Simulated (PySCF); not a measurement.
# Static response to an electric field

Compound: C5H11NSi.
Geometry (GFN2-xTB, Å), atoms numbered from 1 in this order:
```
atom  x, y, z in Å
C1     2.701    0.447   -0.681
C2     1.482    0.126   -0.283
C3     0.753   -1.110   -0.732
C4    -0.749   -0.837   -0.639
N5    -0.971    0.034    0.496
C6    -2.341    0.223    0.869
Si7    0.335    1.088    0.856
H8     3.194    1.334   -0.322
H9     3.265   -0.161   -1.375
H10    1.041   -1.417   -1.739
H11    1.008   -1.921   -0.044
H12   -1.313   -1.767   -0.498
H13   -1.111   -0.370   -1.568
H14   -2.810   -0.738    1.107
H15   -2.387    0.861    1.747
H16   -2.924    0.694    0.066
H17    0.622    1.027    2.293
H18    0.195    2.492    0.436
```

Level: CAM-B3LYP/def2-SVPD (PySCF), static field, nuclei fixed, core orbitals frozen in the response. The polarisability tensor in these axes (au):

```
x   108.62   5.63  -9.76
y     5.63  84.85   7.61
z    -9.76   7.61  82.46
```

Question: Give the principal values, the mean and the anisotropy Δα = √{½[(α1 − α2)² + (α2 − α3)² + (α1 − α3)²]}.

Answer: Principal values 72.53, 91.19 and 112.21 au; mean 91.98 au = 13.63 Å³ = 15.16 × 10⁻⁴⁰ C²·m²/J; Δα = 34.39 au (37 % of the mean).

Question: What is the dipole moment, and where does it point?

Answer: (-0.51, -0.44, -0.39) D, 0.78 D in size, pointing from the negative to the positive side. Measured along this direction, the outermost atoms are H8 at the negative end and H12 at the positive end.

Question: Directions of the eigenvectors, and the extent of the frame along each?

Answer: Largest value along (0.95, 0.12, -0.28), where the nuclei span 6.55 Å; middle along (0.08, 0.79, 0.60), 4.35 Å; least along (0.30, -0.60, 0.75), 2.69 Å. The response follows the extents in order.

Question: Rayleigh depolarisation ratio (linearly polarised light, static tensor)?

Answer: ρ = 3Δα²/(45ᾱ² + 4Δα²) = 3547.0/(380682 + 4729.4) = 0.0092.

Question: Refractivity n − 1 of an ideal gas of it at 400 K and 1 atm, from the electronic α?

Answer: N = p/kT = 1.8347 × 10¹⁹ cm⁻³, so n − 1 = 2π × N × 13.63 × 10⁻²⁴ cm³ = 1571 × 10⁻⁶ at long wavelengths, for an ideal gas.

Question: Find the Langevin capture rate constant for H3O+ (19.018 u) meeting this molecule (113.066 u), k = 2.342 × 10⁻⁹ cm³/s × √(α in Å³ / reduced mass in u).

Answer: The reduced mass is 16.28 u, so k = 2.14 × 10⁻⁹ cm³/s. The formula leaves out the permanent dipole, which adds to the capture rate.

Question: Traceless (Buckingham) quadrupole moment about the centre of nuclear charge: eigenvalues?

Answer: -3.90, 0.85, 3.05 D·Å. The values depend on the origin, since the dipole doesn't vanish. The electronic extent ⟨r²⟩ about the same centre is 984 bohr², a root-mean-square distance of 2.11 Å for the 62 electrons.

Isolated species at its GFN2-xTB geometry (one conformer only).
